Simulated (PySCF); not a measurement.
A structure optimised at PBE0-D3(BJ)/def2-SVP (Å):
```
atom  x, y, z in Å
F1    -1.2924    0.0783   -0.9091
Si2    0.0021    0.0274    0.0059
F3     1.2493   -0.4302   -0.8606
F4     0.2791    1.4678    0.6100
F5    -0.2297   -1.0096    1.1834
```

Neutral, closed shell.

(1) Read off the bonds between heavy atoms and their formal orders.

(2) Which species is it?

(3) Name the point group.

(4) Classify the heavy atoms.

(5) What is the arrangement about Si2?

Results:

(1) F1–Si2 1.59 Å (single); Si2–F3 1.59 Å (single); Si2–F4 1.59 Å (single); Si2–F5 1.59 Å (single).

(2) `F[Si](F)(F)F`, SiF4.

(3) Td (every atom within 0.08 Å of its image).

(4) F1/F3/F4/F5: silicon-bound fluorine; Si2: fluorine-bound silicon.

(5) It has 4 neighbours (F1, F3, F4, F5) and is tetrahedral (angles from 109.3° to 109.7°).

All values are computed, not measured.
